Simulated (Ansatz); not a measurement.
Species: C5H6, SMILES `C=C1CC1=C` (charge 0, multiplicity 1).

**Question.** Give a relaxed geometry from Ansatz (a first-principles code) with B3LYP-D3(BJ)/def2-TZVP.

**Answer.** the end point of this relaxation (outside a Z-matrix the atoms follow the SMILES, hydrogens last).
Z-matrix (Å, degrees):
```
C
C 1 1.3219
H 2 1.0828 1 121.33
H 2 1.0831 3 117.51 1 179.99
C 1 1.4103 2 151.07 3 179.99
C 5 1.3219 1 151.07 2 0.01
H 6 1.0828 5 121.33 1 180.00
H 6 1.0831 7 117.51 5 180.00
C 5 1.4931 6 147.11 7 0.00
H 9 1.0871 5 118.60 6 -73.02
H 9 1.0871 10 114.20 5 -147.46
```
